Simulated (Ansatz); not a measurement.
Ansatz results at the PBE0-D4/def2-TZVP geometry: ideal-gas entropy at 298 K and 1 bar (rigid rotor, harmonic PBE0-D4/def2-TZVP) 415 J/(mol·K); HOMO–LUMO gap (PBE0/def2-TZVPP) 6.01 eV; LUMO energy (PBE0/def2-TZVPP) -0.92 eV.

Each molecule was computed in one conformer, which needn't be the lowest.

**Question.** Which molecule gave them?
A. `[Cl][Zr]([Cl])([Cl])[Br]`
B. `C[N](C)[Zr]([F])([SH])[Cl]`
C. `[OH][Zr]([OH])([F])[SeH]`
D. `C[O][Zr]([NH2])([Cl])[O]C`

**Answer.** C. The others give `C[O][Zr]([NH2])([Cl])[O]C`: 499, 7.09, -0.20; `[Cl][Zr]([Cl])([Cl])[Br]`: 392, 6.52, -2.70; `C[N](C)[Zr]([F])([SH])[Cl]`: 462, 5.91, -1.48.
